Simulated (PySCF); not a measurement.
Molecule: SMILES ClC[SiH2]Cl, CH₄Cl₂Si.

Atoms are numbered as in `[Cl:1][CH2:2][SiH2:3][Cl:4]`; H(Xn) means a hydrogen on atom n.

Geometry PBE0-D3(BJ)/def2-SVP throughout; GIAO in PySCF 2.14.0 with density-fitted response routines, gas phase, one conformer, non-relativistic; equivalent atoms averaged; functional PBE0.

Q: How do the absolute shieldings σ depend on the basis set? (ppm; last column core-seconds on shared hosts with different chips, so compare them loosely)

A: 
```tsv
basis set	functions	Cl1	Cl4	C2	Si3	H(Si3)	H(C2)	core-s
STO-3G	36	1030.4	1194.3	204.8	546.2	29.49	30.48	1.9
6-31G	56	951.9	1030.3	172.2	436.6	27.98	29.90	3.7
pcSseg-0	56	970.2	1053.5	165.5	374.0	27.56	30.31	2.7
6-31G*	76	953.6	992.3	167.4	414.1	26.97	29.30	4.7
def2-SVP	88	978.5	1000.3	165.6	426.6	26.44	28.61	5.2
cc-pVDZ	88	960.2	998.4	166.1	432.8	26.39	28.38	4.5
pcSseg-1	109	942.9	974.3	153.7	368.7	26.39	28.30	11
aug-cc-pVDZ	140	954.5	992.6	164.5	440.0	26.23	28.20	8
6-311+G(2d,p)	156	931.8	955.4	155.0	364.6	26.34	28.46	10
def2-TZVP	166	928.3	957.3	155.9	353.8	26.27	28.47	13
cc-pVTZ	188	948.5	973.0	156.4	377.5	26.29	28.25	12
IGLO-III	207	937.2	963.0	152.6	369.4	26.28	28.28	13
pcSseg-2	221	931.5	963.3	153.2	362.4	26.32	28.22	19
```

Q: Which nucleus moves most, in ppm?

A: Cl4 (chlorine bonded to Si): from 955.4 ppm with 6-311+G(2d,p) to 1194.3 ppm with STO-3G. The smallest spread is 2.27 ppm, at H(C2). Proton shifts span only some 12 ppm, so a few tenths of a ppm matter as much there as several ppm in carbon.

Q: Taking the largest basis, pcSseg-2 (221 functions), as the yardstick, rank the others by their worst heavy-atom deviation.

A: IGLO-III 7.0 ppm (207 functions), 6-311+G(2d,p) 7.9 ppm (156 functions), def2-TZVP 8.6 ppm (166 functions), pcSseg-1 11.5 ppm (109 functions), cc-pVTZ 17.0 ppm (188 functions), 6-31G* 51.7 ppm (76 functions), def2-SVP 64.2 ppm (88 functions), cc-pVDZ 70.4 ppm (88 functions), 6-31G 74.1 ppm (56 functions), aug-cc-pVDZ 77.6 ppm (140 functions), pcSseg-0 90.2 ppm (56 functions), STO-3G 231.0 ppm (36 functions).

A small basis that lands close on one nucleus may do so by chance; judge by the trend and by all nuclei.
